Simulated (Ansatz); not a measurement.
`C#C[Si](C)(F)Cl` + H₂ → `C[SiH](F)Cl` + acetylene at 700 K and 1 bar (hydrogenolysis of the Si–C bond).

Isolated molecules relaxed with PBE0-D4/def2-TZVP in Ansatz; ΔE leaves out vibrations. CCSD(T)/CBS adds triple-zeta CCSD(T) − MP2 to the extrapolated MP2 energy (def2 sets, frozen cores). This one scheme is used for every species.

| species | CCSD(T)/CBS energy (Eh) | H − E (kJ/mol) | S (J/(mol·K)) |
| --- | --- | --- | --- |
| `C#C[Si](C)(F)Cl` | -965.30487 | 244.4 | 491.4 |
| H₂ | -1.17544 | 46.8 | 155.3 |
| `C[SiH](F)Cl` | -889.24457 | 194.0 | 410.2 |
| `C#C` | -77.22717 | 102.1 | 244.4 |

H − E and S are ideal-gas, rigid-rotor, harmonic terms from PBE0-D4/def2-TZVP, for one conformer and one mirror image of each species. For small species the MP2-based limit differs from directly extrapolated CCSD(T) by up to some mEh (0.8 for H₂); such offsets cancel only in part. 1 Eh = 2625.50 kJ/mol, R = 8.31446 J/(mol·K).

Q: By hand: ΔE, ΔH, ΔS and ΔG.

A: ΔE = (-889.24457) + (-77.22717) − (-965.30487) − (-1.17544) = 0.00857 Eh = 22.5 kJ/mol. Δ(H − E) = 194.0 + 102.1 − 244.4 − 46.8 = 4.9, so ΔH = 27.4 kJ/mol. ΔS = 410.2 + 244.4 − 491.4 − 155.3 = 7.9 J/(mol·K). ΔG = 27.4 − 700 × (7.9)/1000 = 21.9 kJ/mol.

Q: By hand: the equilibrium constant, and the temperature at which ΔG would vanish if ΔH and ΔS stayed fixed.

A: log₁₀ K = −ΔG/(RT ln 10) = -1.6. ΔG = 0 at ΔH/ΔS = 3468 K, far beyond where these terms or the molecules hold.

The number of gas molecules stays the same, so ΔS is small and ΔH decides. A doubt of 5 kJ/mol in ΔE shifts log₁₀ K by 0.4 here. Other conformers and mirror images would add mixing entropy, several J/(mol·K) or more a flexible species. These are equilibria of isolated gas molecules and say nothing of rates. Largest T1 diagnostic: 0.013 (customary marks: 0.02 for closed shells, 0.045 for open ones).
